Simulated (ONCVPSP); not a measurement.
Cl, ONCV: configuration errors across variants

Cl, optimised norm-conserving Vanderbilt (ONCV), made with ONCVPSP 4.0.1 (PBEsol, non-relativistic). Core [He], reference 2s2 2p6 3s1 3p6. Waves: 2s+3s: rc 0.60 bohr, ncon 4, nbas 7, qcut 21.4 1/bohr, 3 projectors, debl 1.6 Ha; 2p+3p: rc 0.65 bohr, ncon 4, nbas 8, qcut 17.3 1/bohr, 2 projectors; d scattering state at 0.13 Ha: rc 0.70 bohr, ncon 4, nbas 8, qcut 14.9 1/bohr, 2 projectors, debl 3.8 Ha. Local part: polynomial inside 0.50 bohr (lpopt 5, dvloc0 0 Ha). Core correction: polynomial model core, fcfact 0.65.

All-electron excitation energies from the reference (eV): (1) 2s2 2p6 3s2 3p5 -11.934; (2) 2s2 2p6 3s2 3p4 1.917; (3) 2s2 2p6 3s2 3p3 27.327; (4) 2s2 2p6 3s2 3p1 117.779.

A true bound ghost makes a file unfit for plane-wave use even where its test errors are small: the radial tests pick states by their node count and pass the ghost by.

Errors AE − PS in meV (a dash: test not solved or not reliable):

| change | (1) | (2) | (3) | (4) | bound ghosts | GHOST(+) flags above zero |
| --- | --- | --- | --- | --- | --- | --- |
| base | +0.4 | +1.9 | +6.0 | +34 | none | s |
| s: qcut 14.3; p: qcut 11.6; d: qcut 10 | -0.6 | +1.4 | +7.4 | +50 | s | s, d |
| s: qcut 15.3; p: qcut 12.4; d: qcut 10.7 | -0.4 | +1.6 | +7.3 | +48 | s | s |
| s: qcut 17.7; p: qcut 14.3; d: qcut 12.3 | +0.1 | +1.9 | +6.9 | +42 | s | s |
| s: qcut 19.9; p: qcut 16.1; d: qcut 13.9 | +0.3 | +1.9 | +6.4 | +37 | s | s |
| s: qcut 21.5; p: qcut 17.4; d: qcut 15 | +0.5 | +1.9 | +6.0 | +33 | none | s |
| s: qcut 23; p: qcut 18.6; d: qcut 16 | +0.5 | +1.9 | +5.7 | +31 | none | none |
| s: qcut 25; p: qcut 20.2; d: qcut 17.4 | +0.6 | +1.8 | +5.2 | +27 | none | none |
| s: qcut 27.4; p: qcut 22.2; d: qcut 19.1 | +0.6 | +1.6 | +4.4 | +23 | none | none |
| s: qcut 29.3; p: qcut 23.7; d: qcut 20.4 | +0.6 | +1.6 | +4.3 | +22 | none | none |

Question: Give the same row for: s: qcut 31.3; p: qcut 25.3; d: qcut 21.8.

Answer: +0.6, +1.4, +3.7, +19; bound ghosts: s; GHOST(+) flags above zero: none.
